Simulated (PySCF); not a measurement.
CrO2F2, SMILES [O]=[Cr]([F])(=[O])[F], multiplicity 1. Geometry optimised at PBE0-D3(BJ)/def2-SVP. The spin state was assumed, not searched. The isomer is the one that the SMILES or the coordinates give; other isomers of the formula were not compared.

Computed with PBE0-D3(BJ)/def2-SVP in PySCF.

Harmonic wavenumbers (cm⁻¹): 229, 298, 311, 337, 448, 781, 833, 1182, 1186. Rotational constants (GHz): 4.636, 4.159, 3.802; symmetry number 2.

Task: Work out the zero-point energy and the ideal-gas rigid-rotor harmonic-oscillator thermochemistry at 298.15 K and 1 atm.

Result: ZPE = ½ Σ hcν = ½ × 5605 cm⁻¹ = 33.53 kJ/mol. H − E(el) = 49.15 kJ/mol. Entropy in J/(mol K): translation 168.66, rotation 102.55, vibration 30.07, total 301.28. G − E(el) = -40.67 kJ/mol. Cp = 74.28 J/(mol K).
